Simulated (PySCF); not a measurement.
Compound: C₅H₄FN.
Geometry (GFN2-xTB, Å), atoms numbered from 1 in this order:
```xyz
11
C5H4FN angstrom
C     -2.0982    0.7188    0.1803
C     -1.0871   -0.0264   -0.2579
F     -1.3461   -1.0613   -1.0892
C      0.3074    0.1543    0.0699
C      1.2851   -0.6331   -0.4036
C      2.6357   -0.4381   -0.0712
N      3.7408   -0.2853    0.1959
H     -3.1103    0.5105   -0.1162
H     -1.9248    1.5464    0.8414
H      0.5306    0.9775    0.7330
H      1.0725   -1.4606   -1.0685
```

Method used: PySCF 2.14.0, density-fitted response routines, TDDFT PBE0/def2-SVPD, vertical, gas phase, core orbitals frozen in the response.

```csv
state,E (eV),ν̃ (cm⁻¹),f,symmetry,"main configurations (H = HOMO, L = LUMO)"
S1,5.09,41080,0.761,A′,H→L (97%)
S2,5.80,46800,0.0000,–,H-2→L (97%)
S3,6.23,50240,0.022,A′,H-1→L (89%)
S4,6.77,54580,0.0054,A″,"H-3→L (78%), H→L+1 (17%)"
S5,6.78,54670,0.0000,–,"H→L+1 (66%), H-3→L (19%), H→L+3 (9%)"
S6,7.07,56980,0.0046,A″,"H→L+3 (75%), H→L+1 (14%)"
```

Triplets (Tamm–Dancoff): T1 2.72 eV, H→L (95%); T2 4.50 eV, H-1→L (79%), H→L+2 (16%).

The lowest singlet comes at 243 nm (491 kJ/mol) in the ultraviolet; it is strong; its leading configuration is HOMO→LUMO (97%). The lowest level is also the most intense of those listed (f = 0.761). Löwdin shares by element: HOMO carbon 71% or more (atoms not listed hold the other 29%); LUMO carbon 60% or more, nitrogen 11% (atoms not listed hold the other 29%). The listed states span 1.97 eV, and the widest gap between neighbours is 0.71 eV (S1 to S2). Weighted by f, the mean energy of these states is 5.15 eV. Orbital energies (eV): HOMO-3 -10.51, HOMO-2 -9.88, HOMO-1 -9.57, HOMO -7.70, LUMO -2.52, LUMO+1 0.37, LUMO+2 0.77. Symmetry labels in Cs follow from the direction of the transition dipole and are given only for states with f of 0.002 or more. The window holds the lowest 6 singlets.

One conformer stands for the species.
